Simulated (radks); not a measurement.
Coulomb parameter of the 4d shell of neutral palladium in the model configuration [Kr] 4d8.5 5s1.5, as a second difference U = [E(n + 0.25) + E(n - 0.25) - 2 E(n)] / (0.25)^2 with all orbitals relaxed. "Bare": the charge of the atom changes with n. "Screened": the 5s shell takes up the change at fixed total charge, which measures U(4d,4d) + U(5s,5s) - 2 U(4d,5s). Calculated with a radial shooting solver on a logarithmic mesh with Libxc functionals: scalar-relativistic Kohn-Sham, PBEsol, spin-unpolarised, spherical densities, finite nucleus; Fermi nuclear charge, rms radius 4.5318 fm.

| case | configuration | E - E(n) (eV) |
|---|---|---|
| start | [Kr] 4d8.5 5s1.5 | 0.000 |
| bare +0.25 | [Kr] 4d8.75 5s1.5 | -1.721 |
| bare -0.25 | [Kr] 4d8.25 5s1.5 | 2.373 |
| screened +0.25 | [Kr] 4d8.75 5s1.25 | -0.750 |
| screened -0.25 | [Kr] 4d8.25 5s1.75 | 0.868 |

U(bare) = 10.432 eV, U(screened by 5s) = 1.892 eV, against the Slater integral F0(4d,4d) = 17.060 eV with frozen orbitals. The step up makes a negative ion, whose loosely bound charge lowers the bare value.
